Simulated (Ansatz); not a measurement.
`B[SiH2]OBF` + `O[CH2][GeH3]` → `BO[CH2][GeH3]` + `FBO[SiH3]`  (cleavage of the B–Si bond)

Isolated molecules relaxed with PBE0-D4/def2-TZVP in Ansatz; ΔE leaves out vibrations. CCSD(T)/CBS adds triple-zeta CCSD(T) − MP2 to the extrapolated MP2 energy (def2 sets, frozen cores). For Ge outer-core shells are correlated without core-valence functions, which leaves a few kJ/mol of doubt a bond. Scalar relativity is left out up to krypton. Each species was taken in one conformer, which may not be the lowest.

```
        species  SCS-MP2/def2-QZVPP energy (Eh)
   `B[SiH2]OBF`                      -516.63614
 `O[CH2][GeH3]`                     -2192.59935
`BO[CH2][GeH3]`                     -2218.01407
    `FBO[SiH3]`                      -491.29099
```

**Question.** Work out ΔE.

**Answer.** ΔE = (-2218.01407) + (-491.29099) − (-516.63614) − (-2192.59935) = -0.06957 Eh = -182.7 kJ/mol. CCSD(T)/CBS gives -175.5 kJ/mol.

Largest T1 diagnostic among the species: 0.013.
